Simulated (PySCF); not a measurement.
A side-by-side comparison of computed properties.

First species: C₆H₁₂OSSi.
Z-matrix (Å and degrees, GFN2-xTB geometry), rows numbered from 1:
```
C 
C   1  1.5162
S   2  1.8310  1  112.40
C   3  1.7961  2  100.32  1   -78.10
C   4  1.5250  3  117.62  2   -70.62
Si  5  1.8925  4   66.74  3  -115.29
C   6  1.9028  4  121.18  5  -104.19
C   7  1.4988  6  118.94  4    29.93
O   7  1.2110  6  117.78  4  -150.23
H   1  1.0885  2  109.97  3  -177.72
H   1  1.0882  2  110.84  3    62.47
H   1  1.0878  2  110.33  3   -57.75
H   2  1.0900  1  111.70  3  -120.54
H   2  1.0896  1  111.10  3   117.08
H   4  1.0823  3  110.83  2    66.15
H   5  1.0814  4  115.64  6  -113.93
H   5  1.0822  4  115.39  6   113.04
H   6  1.4506  4  116.29  5   106.03
H   8  1.0886  7  109.10  6    62.99
H   8  1.0877  7  110.75  6  -176.21
H   8  1.0889  7  109.24  6   -54.48
```

Second species: C7H13OP.
Atom-mapped SMILES: `[CH3:1][C:2]1=[C:3]([CH:4]([CH3:5])[CH3:6])[P@:7]1([CH3:8])=[O:9]` (hydrogens: H10, H11, H12 on C1; H13 on C4; H14, H15, H16 on C5; H17, H18, H19 on C6; H20, H21, H22 on C8)

Levels: PBE0/pcSseg-1 for dipole moment, HOMO energy, LUMO energy and HOMO–LUMO gap; GFN2-xTB for rotational constant A and rotational constant C. Geometries: GFN2-xTB. All species are isolated and taken at one optimised geometry, non-relativistic unless stated. Electronic properties by PySCF.

Dipoles, sizes and rotational constants follow the conformer. The torsions of the flexible species, by atom-mapped SMILES:
- `[CH3:1][CH2:2][S:3][C@@H:4]1[CH2:5][Si@@H:6]1[C:7]([CH3:8])=[O:9]`: C1–C2–S3–C4 -78°, C2–S3–C4–C5 -71°, C5–Si6–C7–C8 -26°
- `[CH3:1][C:2]1=[C:3]([CH:4]([CH3:5])[CH3:6])[P@:7]1([CH3:8])=[O:9]`: C2–C3–C4–C5 -120°

Question: Which has the higher HOMO energy?

Answer: The first: -6.47 eV against -6.81 eV, a difference of 0.34 eV.

Question: Which has the higher rotational constant C?

Answer: The second: 0.877 GHz against 0.525 GHz, a difference of 0.352 GHz.

Question: Which of the two has the higher dipole moment, and by how much?

Answer: The second: 4.41 D against 3.56 D, a difference of 0.85 D.

Question: Which has the higher HOMO–LUMO gap?

Answer: The second: 6.80 eV against 5.05 eV, a difference of 1.75 eV.

Question: Which of the two has the higher LUMO energy, and by how much?

Answer: The second: -0.01 eV against -1.42 eV, a difference of 1.41 eV.

Question: Which has the higher rotational constant A?

Answer: The first: 2.536 GHz against 1.604 GHz, a difference of 0.932 GHz.

On the first: In atomic units the dipole is 1.40 e·bohr (1 au = 2.5417 D).

On the second: The dipole equals about 14.7 × 10⁻³⁰ C·m (1 D = 3.33564 × 10⁻³⁰ C·m).
